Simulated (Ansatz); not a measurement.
A structure relaxed at PBE0-D4/def2-TZVP, charge 0, multiplicity 1:

```xyz
12

C     0.854    0.420    0.611
C    -0.391    1.216    0.226
O    -1.422    0.295   -0.110
Si   -0.774   -1.114   -0.684
N     0.855   -0.719   -0.296
H     1.750    1.037    0.483
H     0.797    0.120    1.668
H    -0.176    1.852   -0.641
H    -0.738    1.847    1.046
H    -1.379   -2.273    0.030
H    -0.991   -1.314   -2.141
H     1.615   -1.368   -0.192
```

**Question.** Give its formula and SMILES.

**Answer.** C2H7NOSi, `C1CO[SiH2]N1`.

**Question.** Summarise the bond lengths by kind.

**Answer.** 1 × C–C 1.527 Å; 1 × C–N 1.457 Å; 4 × C–H 1.092 to 1.100 Å; 1 × C–O 1.422 Å; 1 × O–Si 1.654 Å; 1 × N–Si 1.721 Å; 2 × H–Si 1.486 to 1.490 Å; 1 × H–N 1.005 Å.

Results of the Gaussian-basis code of Ansatz.
